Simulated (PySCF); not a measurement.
LiAs⁻: from constants to spectrum

UHF-MP2 constants of LiAs⁻, ⁴Σ⁻ (quartet), unpaired electrons σ ↑, π ↑↑ (PySCF, scalar-relativistic core potentials, basis sets Li aug-cc-pVDZ, As aug-cc-pVDZ-PP with ECP10; masses 7.0160 and 74.9216 u):

| Item | Value |
| --- | --- |
| ωe | 334.9 cm⁻¹ |
| ωexe | 2.33 cm⁻¹ |
| Be | 0.40623 cm⁻¹ |
| αe | 0.00552 cm⁻¹ |

(1) What force constant and bond length do these constants imply?

(2) Estimate the centrifugal constant D from the Kratzer relation and find the Dunham coefficient a1.

Correlated steps freeze 4 core orbitals. Spin–orbit coupling is left out. The state is the lowest determinant that a PBE0 search found; another state may lie lower at other levels.

Answers

(1) Reduced mass μred = 6.4153 u; k = 5.8918×10⁻⁷·μred·ωe² (u, cm⁻¹, mdyn/Å) = 0.424 mdyn/Å; Re = √(16.8576/(μred·Be)) (u, cm⁻¹, Å) = 2.543 Å.

(2) D = 4Be³/ωe² = 2.39e-06 cm⁻¹; a1 = −1 − αeωe/(6Be²) = -2.87.
